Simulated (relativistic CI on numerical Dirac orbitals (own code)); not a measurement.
# One change at a time: Pt XLV

Base calculation: Dirac-Coulomb-Breit CI, separate exchange-only KLI orbitals for each configuration, model QED, unscaled Slater integrals.

Configuration list (outside the closed core [Ar] 3d10): 4s2.4p4, 4s.4p5, 4s2.4p3.4d, 4p6, 4s.4p4.4d, 4s2.4p3.4f, 4s.4p4.4f, 4p5.4d, 4s.4p3.4d2, 4s2.4p2.4d.4f, 4p5.4f, 4p4.4d2, 4p3.4d3, 4p3.4d2.4f. Double excitations out of closed p, d and f shells are left out; levels of such configurations are missing from the list, as are those of other unlisted configurations, and high levels can miss mixing partners.

Variants: (1) one mean potential for all configurations. Shifts of the energy above 4s2.4p4 3P_2, in eV, for the lowest level and the first level of each name with at least 55 % of one term (blank where a level changes its place among those of its configuration and J or its character, or is not in the variant):

```tsv
Level	Base	Δ(1)
4s2.4p4 3P_2	0.000	0.000
4s2.4p4 1S_0	11.012	-0.002
4s2.4p4 3P_1	122.795	+0.004
4s2.4p4 1D_2	127.807	+0.004
4s2.4p3.4d 3P°_0	169.026	+0.005
4s.4p5 3P°_2	235.364	+0.038
4s2.4p4 3P_0	255.044	+0.008
4s2.4p3.4d 3G°_5	318.829	0.000
4s.4p5 3P°_0	361.880	+0.036
4s.4p4.4d 3D_1	416.581	+0.040
4s.4p4.4d 3P_0	416.925	+0.042
4s.4p4.4d 5F_5	425.891	+0.009
```

At this charge energies of transitions that change n are usually good to better than 1 %, and those within a shell (Δn = 0) to a few per cent.

Ionisation energy from the two ground configurations alone: base 2291.14 eV. The NIST ASD value (theoretical) is 2291 eV.

LS names give the leading component of a level, which can be under half, so a name can repeat, a term be missing and a line seem to break the LS rules.
